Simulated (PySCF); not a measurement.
3-fluoro-3-methyloxetane (C₄H₇FO), SMILES FC1(C)COC1. Geometry: PBE0-D3(BJ)/def2-SVP.

All values below come from PBE0-D3(BJ)/def2-SVP run with PySCF.

Harmonic wavenumbers (cm⁻¹): 93, 267, 305, 360, 434, 439, 665, 856, 911, 943, 977, 980, 1047, 1099, 1158, 1174, 1213, 1267, 1302, 1302, 1395, 1411, 1454, 1467, 1480, 1509, 3038, 3050, 3064, 3113, 3113, 3166, 3174. Rotational constants (GHz): 5.563, 3.221, 2.936; symmetry number 1.

Problem. Work out the zero-point energy and the ideal-gas rigid-rotor harmonic-oscillator thermochemistry at 298.15 K and 1 atm.

Solution. ZPE = ½ Σ hcν = ½ × 47222 cm⁻¹ = 282.45 kJ/mol. H − E(el) = 300.45 kJ/mol. Entropy in J/(mol K): translation 164.88, rotation 109.69, vibration 45.29, total 319.85. G − E(el) = 205.08 kJ/mol. Cp = 96.61 J/(mol K). Modes under 150 cm⁻¹ make the vibrational entropy uncertain.
